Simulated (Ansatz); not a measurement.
`CCBCF` → `[BH]CC`• + `[CH2]F`•  (homolysis of the B–C bond)

Calculated with Ansatz (gas phase, PBE0-D4/def2-TZVP geometries, no zero-point term in ΔE). CCSD(T)/CBS adds triple-zeta CCSD(T) − MP2 to the extrapolated MP2 energy (def2 sets, frozen cores). This one scheme is used for every species. DFT in def2-TZVPP. Open shells (•) are unrestricted, without spin–orbit coupling. Each species was taken in one conformer, which may not be the lowest.

```
             level  ΔE (kJ/mol)
      CAM-B3LYP-D4        435.6
           ωB97X-V        448.6
               PBE        429.1
       HF/def2-SVP        338.8
      MP2/def2-SVP        440.2
   CCSD/def2-TZVPP        430.1
SCS-MP2/def2-QZVPP        452.7
     MP2/CBS(def2)        457.8
```

(1) What does CCSD(T)/CBS give? (Estimate.)

Largest T1 diagnostic among the species: 0.015.

Results:

(1) The calculation gave: +447.2 kJ/mol. The listed levels differ from it by -11.6, 1.4, -18.1, -108.4, -7.0, -17.1, 5.5, 10.6 kJ/mol.

In def2-TZVPP, CCSD(T) changes the Hartree–Fock value by +109.7 kJ/mol (the triples alone add +7.8 kJ/mol) and MP2 by +120.3 kJ/mol; breaking electron pairs costs correlation energy, which Hartree–Fock lacks. From BLYP to BHLYP (50 % exact exchange), in def2-TZVPP and without D4, ΔE moves by +8.8 kJ/mol.

CCSD(T)/CBS has its own doubt, a few kJ/mol and more with outer-core shells, so smaller differences from it don't rank the levels.
